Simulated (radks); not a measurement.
Task: Hf XXIII, configuration [Kr] 4d10 4f4 (the NIST ground configuration). Calculated with a radial shooting solver on a logarithmic mesh with Libxc functionals: non-relativistic Kohn-Sham, TPSS, spin-polarised, spherical densities, point nucleus; open shells are filled with parallel spins first (spin-orbit coupling, left out, can overturn this in heavy ions); meta-GGA in the generalised Kohn-Sham scheme; relativity is left out, which matters for an element this heavy. Some entries of the table are withheld. Estimate them.

orbital,occ.,eigenvalue (hartree),<r^2> (bohr^2),<1/r> (bohr^-1)
1s down,1,-2237.426,0.0005915,71.47
1s up,1,-2237.425,0.0005915,71.47
2s up,1,-385.1477,0.009292,16.73
2s down,1,-385.1447,0.009292,16.73
2p up,3,-369.5164,0.006882,16.76
2p down,3,-369.5146,0.006882,16.76
3s up,1,-105.5869,0.05827,6.429
3s down,1,-105.4417,0.05816,6.437
3p up,3,-98.43519,0.05404,6.372
3p down,3,-98.30034,0.05393,6.379
3d up,5,-85.15115,0.04226,6.282
3d down,5,-85.04849,0.04215,6.288
4s up,1,-38.09659,0.2633,2.904
4s down,1,-37.88294,0.2640,2.898
4p up,3,-35.07326,0.2683,2.830
4p down,3,-34.85659,0.2692,2.823
4d up,5,(1),0.2745,2.683
4d down,5,(2),0.2759,2.675
4f up,4,-22.58562,0.2677,2.443
4f down,0,-22.33600,0.2704,2.435

Result: 
(1) 4d up eigenvalue (hartree): -29.60761
(2) 4d down eigenvalue (hartree): -29.38290
